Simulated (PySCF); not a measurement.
# Structure from NMR data

Molecular formula: C6H10O2Si. Simulated spectra:

1H NMR (400 MHz, computed): δ 4.75 (s, 1H), 4.11 (m, 2H), 4.06 (m, 2H), 2.25 (m, 1H), 1.90 (s, 3H), 1.03 (m, 1H).

13C{1H} NMR (computed): δ 108.5, 84.2, 66.4 (2C), 34.2, 5.5.

- shieldings: GIAO PBE0/pcSseg-1
- PBE0-D3(BJ)/def2-SVP geometry
- run in PySCF 2.14.0 with density-fitted response routines
- rapidly exchanging positions averaged, gas phase, non-relativistic Hamiltonian, one computed conformer

Shifts are taken against calculated references (same method and geometry level): 1H (σref 31.27) and 13C (σref 184.41) vs TMS.

What is the structure?

Results:


Rings plus π bonds: 3 (1 ring in the answer). 5 carbon signals for 6 carbons: some carbons are equivalent by symmetry or fast rotation. Carbon types of the structure: 2 × C, 3 × CH2, 1 × CH3, leaving 1 H on heteroatoms. δC 108.5, 84.2: alkyne carbon. δC 66.4: sp3 CH2 bonded to O; pulled downfield by the heteroatom. δC 34.2: sp3 CH2 in a ring; saturated and bonded to C and H only. δC 5.5: propargylic methyl carbon; aliphatic region, no heteroatom directly attached. δH 4.11, 4.06: hydrogen on an sp3 CH2 bonded to O; its carbon carries O, an electronegative neighbour. δH 2.25, 1.03: hydrogen on an sp3 CH2 in a ring. δH 1.90: hydrogen on a propargylic methyl carbon.

These data were computed for SMILES C1CO[SiH](C#CC)OC1.

This is the structure that produced the data.

Shifts are as computed. Against solution values, carbons near 30 ppm lie about +2 ppm off and those near 130 ppm about +5 ppm. Of 1211 compounds with measured shifts, 218 miss one by over three times the rms of a fit or turn the order of signals round; such compounds aren't used in these exercises. Multiplicities follow the n + 1 count of equivalent neighbours, as no J values were calculated; m marks all less simple cases, F and P coupling included.
